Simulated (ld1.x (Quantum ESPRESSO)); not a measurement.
caesium, TM: configuration errors across variants

| Item | Value |
| --- | --- |
| Element | caesium (Cs) |
| Generator | ld1.x (Quantum ESPRESSO) 7.5 |
| Type | norm-conserving Troullier–Martins (Kleinman–Bylander form) |
| Functional | PBEsol |
| Relativity | scalar-relativistic |
| Frozen core | [Kr] 4d10 5s2 |
| Valence charge | 7 |
| Reference configuration | 5p6 5d0 6s1 6p0 |
| Partial waves | 6s (bound): rc 3.10 bohr; 5p (bound): rc 2.85 bohr; 5d (bound, empty): rc 4.20 bohr |
| Local potential | all-electron potential smoothed inside 2.40 bohr (lloc = -2) |
| Core correction | a·sin(br)/r model core inside 2.65 bohr |

All-electron excitation energies from the reference (eV): (1) 5p6 5d0 6s0 6p0 3.792; (2) 5p6 5d0 6s0.5 6p0 1.457; (3) 5p5 5d0 6s1 6p0 17.893; (4) 5p6 5d0.5 6s0.5 6p0 0.843; (5) 5p6 5d1 6s0 6p0 1.662.

Tests that are not counted but printed errors over 1 eV. “base”: 5p6 5d0 6s0 6p1 (solver errors, printed error -1.2 eV). “all radii but the core radius scaled by about 1.14 (s 3.54, p 3.26, d 4.80 bohr); local potential all-electron potential smoothed inside 2.74 bohr (lloc = -2)”: 5p5 5d0 6s1 6p0 (solver errors, printed error -2.3 eV). “all radii but the core radius scaled by about 1.21 (s 3.76, p 3.46, d 5.08 bohr); local potential all-electron potential smoothed inside 2.90 bohr (lloc = -2)”: 5p5 5d0 6s1 6p0 (solver errors, printed error -2.3 eV).

A true bound ghost makes a file unfit for plane-wave use even where its test errors are small: the radial tests pick states by their node count and pass the ghost by. Where a test does run into it, the solver fails or the error is huge.

Errors AE − PS in meV (a dash: test not solved or not reliable):

| change | (1) | (2) | (3) | (4) | (5) | bound ghosts |
| --- | --- | --- | --- | --- | --- | --- |
| base | -4.1 | -1.4 | -853 | -0.9 | -2.3 | p, s |
| all radii but the core radius scaled by about 0.87 (s 2.68, p 2.46, d 3.64 bohr); local potential all-electron potential smoothed inside 2.08 bohr (lloc = -2) | +8.2 | +0.1 | -102 | +0.3 | +5.7 | s |
| all radii but the core radius scaled by about 1.14 (s 3.54, p 3.26, d 4.80 bohr); local potential all-electron potential smoothed inside 2.74 bohr (lloc = -2) | -1.7 | -1.9 | – | -0.7 | -1.9 | s |
| all radii but the core radius scaled by about 1.21 (s 3.76, p 3.46, d 5.08 bohr); local potential all-electron potential smoothed inside 2.90 bohr (lloc = -2) | -1.8 | – | – | -0.7 | -1.9 | s |
| all radii but the core radius scaled by about 1.39 (s 4.30, p 3.94, d 5.82 bohr); local potential all-electron potential smoothed inside 3.32 bohr (lloc = -2) | -1.6 | +1.7 | +441 | -0.3 | -0.8 | none |

Problem. Give the same row for: all radii but the core radius scaled by about 0.81 (s 2.50, p 2.30, d 3.38 bohr); local potential all-electron potential smoothed inside 1.94 bohr (lloc = -2).

Solution. +24, +2.5, –, +4.4, +21; bound ghosts: s. Not counted: 5p5 5d0 6s1 6p0 (solver errors, printed error -2.3 eV).
